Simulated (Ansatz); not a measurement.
Gas-phase electronic energies from Ansatz, PBE0-D4/def2-TZVP geometries. CBS: MP2 limit from def2 TZ/QZ plus the TZ coupled-cluster correction, frozen cores. This one scheme is used for every species. Functionals use def2-TZVPP. Each species was taken in one conformer, which may not be the lowest.

Reaction (formal hydrolysis of the Si–C bond): `C=C[SiH](F)OC` + H₂O → `CO[SiH](O)F` + `C=C`

CCSD(T)/CBS gives -1.14 eV.

Task: Another level gave -1.16 eV. Which?
A. r2SCAN/def2-TZVPP
B. HF/def2-TZVPP
C. MP2/def2-TZVPP
D. PBE/def2-TZVPP

Result: C. MP2/def2-TZVPP -1.16, HF/def2-TZVPP -1.38, PBE -1.11, r2SCAN -1.20 eV.

Largest T1 diagnostic among the species: 0.012.

In def2-TZVPP, CCSD(T) changes the Hartree–Fock value by +0.22 eV (the triples alone add +0.03 eV) and MP2 by +0.23 eV. From PBE to PBE0 (25 % exact exchange), in def2-TZVPP and without D4, ΔE moves by −0.04 eV.
